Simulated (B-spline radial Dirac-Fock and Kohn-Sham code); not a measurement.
**Total conversion coefficients of Pt against transition energy**

The computed values come from a radial B-spline solver: a Dirac-Hartree-Slater potential of the neutral atom with a Latter tail (no hole, which puts coefficients of high multipoles low close above an edge), finite nucleus with surface currents. Subshells within 1 keV of threshold and pair formation are left out.

```
energy (keV)       E2        E4        E5       M1        M3        M5
        10.2    77600  1.60e+10  4.14e+12      239  1.78e+08  1.83e+13
        12.7    70300  2.83e+09  5.32e+11      129  1.27e+08  2.41e+12
        15.6    38000  6.23e+08  8.04e+10      289  3.35e+07  3.75e+11
          20    11000  1.04e+08  8.81e+09      138  6.49e+06  4.18e+10
        27.8     2140  1.05e+07  5.39e+08     51.8    764000  2.46e+09
        28.6     1860  8.66e+06  4.26e+08     47.6    637000  1.93e+09
        29.8     1520  6.53e+06  3.05e+08     42.2    490000  1.36e+09
        33.7      825  2.82e+06  1.13e+08     29.3    224000  4.85e+08
        42.7      257    569000  1.73e+07     14.5     51000  6.81e+07
        44.4      212    437000  1.28e+07     13.0     40000  4.94e+07
        48.6      136    238000  6.36e+06     9.93     23000  2.36e+07
          50      119    197000  5.11e+06     9.13     19300  1.88e+07
        69.7     23.8     21600    411000     3.45      2660  1.31e+06
        94.2     6.41      2990     43900     8.01       593    127000
         100     5.00      2030     28300     6.74       446     80700
         200    0.363      26.6       207    0.941      20.6       650
         325   0.0785      1.83      9.17    0.247      2.94      37.9
         326   0.0778      1.81      9.00    0.245      2.91      37.3
         424   0.0378     0.525      2.05    0.121      1.09      9.50
         500   0.0249     0.263     0.886   0.0784     0.604      4.26
         720   0.0108    0.0711     0.180   0.0304     0.177     0.831
         750  0.00991    0.0625     0.154   0.0274     0.155     0.701
         802  0.00861    0.0507     0.120   0.0231     0.125     0.532
        1000  0.00551    0.0268    0.0558   0.0132    0.0635     0.224
        1360  0.00305    0.0120    0.0220  0.00607    0.0260    0.0742
        1390  0.00292    0.0114    0.0206  0.00575    0.0245    0.0689
        1590  0.00227   0.00827    0.0143  0.00411    0.0169    0.0441
        2000  0.00149   0.00489   0.00791  0.00232   0.00919    0.0216
```

**Question.** How fast do they fall between 1390 and 2000 keV?

**Answer.** As powers of the energy: E2 E^-1.85, E4 E^-2.33, E5 E^-2.64, M1 E^-2.49, M3 E^-2.69, M5 E^-3.19. Within one type (E or M) the higher multipoles fall faster.
